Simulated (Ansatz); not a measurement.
Relaxation of CH₈AlNS (12 atoms, charge 0, multiplicity 1), to a largest force component of 0.03 eV/Å in at most 50 steps.

The calculation used RKS PBE0-D4/STO-3G in Ansatz 0.2.0.

```xyz
12
Properties=species:S:1:pos:R:3
Al -0.768 1.398 -0.450
N -0.375 -0.399 -0.487
C -0.927 -1.392 0.451
H -0.338 2.192 -1.641
H -1.462 1.900 0.775
H 1.715 -0.003 0.419
S 2.565 1.016 0.716
H -0.081 -0.875 -1.366
H -1.830 -1.914 0.074
H -1.211 -0.893 1.392
H -0.190 -2.176 0.706
H 2.901 1.146 -0.589
```

Task: Where does it end, and by what steps?

Result: The run converged. Limits of this set-up: minimal basis. After 15 steps the energy has fallen by 1.936 eV; H6 moved furthest, 0.84 Å. Parted: H6–S7. Joined: Al1–S7, N2–H6.

| step | energy less start (eV) | largest force component (eV/Å) | accepted |
| --- | --- | --- | --- |
| 0 | 0.0000 | 2.363 | yes |
| 1 | -0.2119 | 0.517 | yes |
| 2 | -0.3825 | 0.885 | yes |
| 3 | -0.7078 | 0.941 | yes |
| 4 | -1.0230 | 1.025 | yes |
| 5 | -1.2690 | 2.900 | yes |
| 6 | -1.6335 | 1.794 | yes |
| 7 | -1.5896 | 3.871 | no |
| 8 | -1.8231 | 1.191 | yes |
| 9 | -1.9086 | 0.670 | yes |
| 10 | -1.9218 | 0.301 | yes |
| 11 | -1.9313 | 0.241 | yes |
| 12 | -1.9349 | 0.115 | yes |
| 13 | -1.9359 | 0.039 | yes |
| 14 | -1.9363 | 0.041 | yes |
| 15 | -1.9365 | 0.021 | yes |

```xyz
12
Properties=species:S:1:pos:R:3
Al -0.116 1.468 -0.252
N 0.015 -0.501 -0.330
C -0.863 -1.392 0.501
H -0.176 1.946 -1.672
H -1.188 1.779 0.746
H 1.014 -0.362 0.120
S 1.898 1.332 0.598
H 0.132 -0.940 -1.276
H -1.872 -1.434 0.062
H -0.935 -0.963 1.511
H -0.456 -2.414 0.569
H 2.546 1.480 -0.577
```

The run took 34 s on 1 thread of Intel(R) Xeon(R) Platinum 8488C (Sapphire Rapids), with other jobs on the host, peak memory 0.16 GiB.
